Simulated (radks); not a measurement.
Charge is removed step by step from the 2p level of O, starting from [He] 2s2 2p4. All-electron calculation, scalar-relativistic Kohn-Sham, r2SCAN, spin-unpolarised, spherical densities, finite nucleus; meta-GGA in the generalised Kohn-Sham scheme; Fermi nuclear charge, rms radius 2.6991 fm. Program: a radial shooting solver on a logarithmic mesh with Libxc functionals.

removed (e)  E - E(0) (eV)  eigenvalue (eV)  E minus straight line (eV)
0                    0.000           -9.298                       0.000
0.1                  0.998          -10.671                      -0.671
0.2                  2.135          -12.083                      -1.202
0.3                  3.416          -13.533                      -1.591
0.4                  4.843          -15.020                      -1.832
0.5                  6.421          -16.543                      -1.923
0.6                  8.153          -18.101                      -1.860
0.7                 10.042          -19.693                      -1.640
0.8                 12.092          -21.319                      -1.259
0.9                 14.307          -22.977                      -0.713
1                   16.689          -24.668                       0.000

Removing the whole electron costs 16.689 eV by Delta-SCF, against 9.298 eV from minus the eigenvalue at the starting occupation. Slater's transition state (half an electron removed) gives 16.543 eV. Integrating minus the eigenvalue over the occupation (Janak's theorem) gives 16.689 eV. In this scalar-relativistic scheme the density is built from large components alone, so the theorem holds only approximately. The mean slope of the eigenvalue, de/dn, is 15.4 eV per electron. Ionisation energy of O in the NIST Atomic Spectra Database: 13.618 eV (measured).

Beside tabulated values, note that spin-unpolarised runs miss the spin-polarisation part of the exchange energy of open shells.
